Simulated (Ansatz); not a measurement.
Species: trifluoro(methoxy)silane, CH3F3OSi, charge 0, multiplicity 1. 
Structure (B3LYP-D3(BJ)/def2-TZVP (Ansatz, an electronic-structure program) minimum search):
```
O
C 1 1.4283
H 2 1.0878 1 107.40
H 2 1.0913 3 109.24 1 120.06
H 2 1.0914 3 109.24 4 119.85
Si 1 1.5990 2 127.65 3 -179.61
F 6 1.5717 1 108.49 2 -179.96
F 6 1.5797 7 108.58 1 122.23
F 6 1.5797 7 108.58 8 115.54
```

Property: vertical triplet-singlet gap (E(triplet) - E(singlet); each state is the SCF solution reached for its spin; for the triplet T1 is 0.047), in kJ/mol. Correlated levels leave the core frozen unless marked. UHF or UKS for open shells. Spin-orbit coupling is left out. No relativistic terms. CBS marks a two-point X^-3 extrapolation of the correlation energy; Hartree-Fock from the larger set.

```
level                                        program  vertical triplet-singlet gap (kJ/mol)
-------------------------------------------  -------  -------------------------------------
HF/aug-cc-pV(D+d)Z                            Ansatz                                  771.5
HF/aug-cc-pV(T+d)Z                            Ansatz                                  765.9
HF/aug-cc-pV(Q+d)Z                            Ansatz                                  765.2
SVWN5/def2-TZVPD                              Ansatz                                  708.6
PBE/def2-TZVPD                                Ansatz                                  709.6
r2SCAN/def2-TZVPD                             Ansatz                                  749.7
B3LYP/def2-TZVPD                              Ansatz                                  753.3
PBE0/def2-TZVPD                               Ansatz                                  759.3
BHLYP/def2-TZVPD                              Ansatz                                  789.7
CAM-B3LYP/def2-TZVPD                          Ansatz                                  779.7
wB97M-V/def2-TZVPD                            Ansatz                                  790.5
wB97X-V/def2-TZVPD                            Ansatz                                  806.1
B2PLYP/def2-TZVPD                             Ansatz                                  784.8
MP2/aug-cc-pV(D+d)Z                           Ansatz                                  848.2
RI-MP2/aug-cc-pV(T+d)Z                        Ansatz                                  858.9
RI-MP2/aug-cc-pV(Q+d)Z                        Ansatz                                  864.8
RI-MP2/CBS(aug-cc-pV(T+d)Z,aug-cc-pV(Q+d)Z)   Ansatz                                  869.8
SCS-MP2/aug-cc-pV(D+d)Z                       Ansatz                                  853.6
CCSD/aug-cc-pV(D+d)Z                          Ansatz                                  803.7
CCSD(T)/aug-cc-pV(D+d)Z                       Ansatz                                  796.2
```
